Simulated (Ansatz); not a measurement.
Si(vinyl)4 (C₈H₁₂Si). Charge 0, multiplicity 1. Geometry r2SCAN-D4/def2-SVP, basis def2-TZVP, Ansatz.

```
run  HOMO (eV)  LUMO (eV)
  A     -10.27       1.25
  B      -6.67      -1.76
  C      -6.62      -2.18
  D      -7.72      -0.90
  E      -7.57      -0.98
  F      -6.46      -1.92
```

LC-ωPBE has ω = 0.4 bohr⁻¹.

Task: The runs used LC-ωPBE, LDA (SPW92), PBE, PBE0, r2SCAN, r2SCAN0. Estimate which is which.

Result: A LC-ωPBE (range-separated); B r2SCAN (0 % exact exchange); C LDA (SPW92) (0 % exact exchange); D r2SCAN0 (25 % exact exchange); E PBE0 (25 % exact exchange); F PBE (0 % exact exchange). Exact exchange lowers occupied and raises empty levels; among semilocal functionals meta-GGAs tend to open the gap a little, and such runs are hard to tell apart. The gap grows from 4.43 eV (LDA (SPW92)) to 11.52 eV (LC-ωPBE).
